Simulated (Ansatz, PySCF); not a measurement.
This PySCF input computes a SVWN5/def2-TZVPD energy:

```python
from pyscf import gto, scf, dft

mol = gto.M(
    atom='''
    Si    0.07253598   -0.53002371    0.04682337
    O    -0.21538063    1.00680148   -0.08995320
    H    -1.13206193   -1.35482793    0.10253438
    H     1.44688769   -1.03755037    0.10864936
    H     0.39271559    1.75829848   -0.14708533
    ''',
    basis='def2-tzvpd',
    charge=1,
    spin=0,
    verbose=4,
)

mf = dft.RKS(mol, xc='svwn').density_fit(auxbasis='def2-universal-jkfit')
mf.grids.level = 3
mf.conv_tol = 1e-9
mf.max_cycle = 100
mf.max_memory = 1500
mf.kernel()
if not mf.converged:
    mf = mf.newton()
    mf.kernel(mf.make_rdm1())
mf.analyze()
```

Problem. Write an input for the same energy in Ansatz (a program for electronic structure) and say what it gives.

Solution. 
Ansatz 0.2 input:
```yaml
crystal:
  periodic: [false, false, false]
  atoms:
    - {symbol: Si, position_ang: [0.07253598, -0.53002371, 0.04682337]}
    - {symbol: O, position_ang: [-0.21538063, 1.00680148, -0.08995320]}
    - {symbol: H, position_ang: [-1.13206193, -1.35482793, 0.10253438]}
    - {symbol: H, position_ang: [1.44688769, -1.03755037, 0.10864936]}
    - {symbol: H, position_ang: [0.39271559, 1.75829848, -0.14708533]}
basis:
  gaussian:
    orbitals: def2-TZVPD
hamiltonian:
  xc: {name: SVWN5}
total_charge: 1
output: {forces: true}
```
It gives -364.55818 Eh, and PySCF -364.55824 Eh, a difference of 0.06 mEh, from the treatment of integrals and grids.

It need not be the lowest isomer of its formula.
